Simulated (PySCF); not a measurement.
In(H)2(NHMe), SMILES [InH2][NH]C, CAM-B3LYP/def2-SVP optimised geometry.

```
9

In    -1.43     0.26     0.00
H     -2.16     1.81     0.00
H     -2.15    -1.30     0.00
N      0.59     0.26     0.00
C      1.50    -0.87     0.00
H      1.08     1.15     0.00
H      2.16    -0.89     0.89
H      2.16    -0.89    -0.89
H      0.93    -1.81     0.00
```

Density from PySCF with CAM-B3LYP/def2-TZVP, def2 effective core potentials past Kr at that geometry. The core electrons that the potentials of In replace are not part of the density.

Minimum of the electron density along straight lines between bonded atoms, close to the bond critical point (lines longer than 1.1 times the sum of covalent radii, or with two minima, are not listed):

```csv
bond,length / Å,ρ at the minimum / e bohr⁻³,∇²ρ there / e bohr⁻⁵,position (fraction from the first atom)
In1–H2,1.716,0.106,0.11,0.64
In1–H3,1.716,0.106,0.11,0.64
In1–N4,2.021,0.113,(withheld),0.52
N4–C5,1.444,0.274,-0.73,0.59
N4–H6,1.015,(withheld),(withheld),0.73
C5–H7,1.107,0.273,-0.93,0.64
C5–H8,1.107,0.273,-0.93,0.64
C5–H9,1.101,0.276,-0.95,0.64
```

Task: What belongs in the gaps?

Result: 
- In1–N4, ∇²ρ there / e bohr⁻⁵: 0.42
- N4–H6, ρ at the minimum / e bohr⁻³: 0.334
- N4–H6, ∇²ρ there / e bohr⁻⁵: -1.57
